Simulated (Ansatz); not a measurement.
The same path of FH2O2Si (6 atoms, charge 0, multiplicity 2) was run twice with different band settings. The coordinate that changes most is the dihedral O1–Si2–O3–H6.

The calculation used Ansatz 0.2.0, UKS PBE-D4/def2-SVP.

Relaxed end points:

```xyz
6
Properties=species:S:1:pos:R:3
O -0.941 1.028 -0.627
Si 0.385 0.033 -0.438
O 0.329 -0.594 1.119
F 0.175 -1.149 -1.554
H -1.031 1.707 0.066
H 1.124 -1.089 1.387
```

```xyz
6
Properties=species:S:1:pos:R:3
O -0.900 0.814 0.459
Si 0.309 0.118 -0.475
O 0.957 -1.149 0.397
F -0.318 -0.583 -1.817
H -1.264 1.644 0.099
H 1.258 -0.908 1.292
```

Common settings: spring 5.0 eV/Å²; optimiser quadratic models (default); start path IDPP; force threshold 0.05 eV/Å; iteration limit 60; end points relaxed.

| run | movable images | climbing image |
| --- | --- | --- |
| 1 | 5 | yes |
| 2 | 3 | no |

Question: What does each run give, and how far can it be trusted?

Answer: Run 1: converged after 6 iterations, highest image 0.081 eV above the first end. A vibrational analysis at the climbing image gives 2 clearly imaginary modes (288i, 200i cm⁻¹): a point of higher order, so a lower path passes nearby.
Run 2: converged after 6 iterations, highest image 0.081 eV above the first end. No image climbed, so the highest image needn't sit at the top of the path. So few images can step over the top or miss a turn of the path.
